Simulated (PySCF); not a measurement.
Fractional electron number in Sn⁻ (tin, charge -1)

The 5p alpha orbital of [Kr] 4d10 5s2 5p3 is emptied in steps (occupation f), with all orbitals relaxed, ending at [Kr] 4d10 5s2 5p2. Computed with PySCF 2.14 in aug-cc-pVTZ-DK3 (8s7p5d2f, 68 functions), with scalar relativity by spin-free X2C-1e. The exact energy is a straight line in f; departures are measured from the line between the end points of the same method.

Question: Among UHF, LDA, PBE, PBE0, r2SCAN, LC-wPBE, BHandHLYP, CAM-B3LYP, r2SCAN0, which shows the largest delocalisation error (convex curve), and which is closest to linear?

Answer: Most convex: LDA (-0.656 eV at f = 0.5); closest to linear: LC-wPBE (0.080 eV).

```csv
f,UHF (eV),LDA (eV),PBE (eV),PBE0 (eV),r2SCAN (eV),LC-wPBE (eV),BHandHLYP (eV),CAM-B3LYP (eV),r2SCAN0 (eV)
1,0.000,0.000,0.000,0.000,0.000,0.000,0.000,0.000,0.000
0.9,0.054,-0.225,-0.218,-0.154,-0.209,0.030,-0.091,-0.066,-0.148
0.7,0.118,-0.538,-0.520,-0.366,-0.494,0.068,-0.217,-0.160,-0.347
0.5,0.132,-0.656,-0.632,-0.441,-0.592,0.080,-0.264,-0.196,-0.414
0.3,0.104,-0.562,-0.539,-0.374,-0.500,0.066,-0.226,-0.169,-0.347
0.1,0.042,-0.245,-0.234,-0.162,-0.215,0.029,-0.098,-0.074,-0.149
0,0.000,0.000,0.000,0.000,0.000,0.000,0.000,0.000,0.000
```

```json
{"method": "UHF", "E(f=0) − E(f=1) (eV)": "0.963", "−ε at f=1 (eV)": "1.589", "−ε at f=0.5 (eV)": "0.924"}
{"method": "LDA", "E(f=0) − E(f=1) (eV)": "1.559", "−ε at f=1 (eV)": "-0.899", "−ε at f=0.5 (eV)": "1.488"}
{"method": "PBE", "E(f=0) − E(f=1) (eV)": "1.424", "−ε at f=1 (eV)": "-0.969", "−ε at f=0.5 (eV)": "1.368"}
{"method": "PBE0", "E(f=0) − E(f=1) (eV)": "1.420", "−ε at f=1 (eV)": "-0.276", "−ε at f=0.5 (eV)": "1.393"}
{"method": "r2SCAN", "E(f=0) − E(f=1) (eV)": "1.522", "−ε at f=1 (eV)": "-0.785", "−ε at f=0.5 (eV)": "1.506"}
{"method": "LC-wPBE", "E(f=0) − E(f=1) (eV)": "1.401", "−ε at f=1 (eV)": "1.746", "−ε at f=0.5 (eV)": "1.396"}
{"method": "BHandHLYP", "E(f=0) − E(f=1) (eV)": "1.195", "−ε at f=1 (eV)": "0.203", "−ε at f=0.5 (eV)": "1.169"}
{"method": "CAM-B3LYP", "E(f=0) − E(f=1) (eV)": "1.293", "−ε at f=1 (eV)": "0.570", "−ε at f=0.5 (eV)": "1.267"}
{"method": "r2SCAN0", "E(f=0) − E(f=1) (eV)": "1.513", "−ε at f=1 (eV)": "-0.123", "−ε at f=0.5 (eV)": "1.514"}
```

At f = 1 the orbital energy is positive for LDA, PBE, PBE0, r2SCAN, r2SCAN0: only the finite basis holds the electron.

Reference removal energy between the ground levels: 1.112 eV (measured; photodetachment measurements, as compiled on the Wikipedia data page of electron affinities). The calculation has no spin-orbit coupling. UHF lacks correlation.
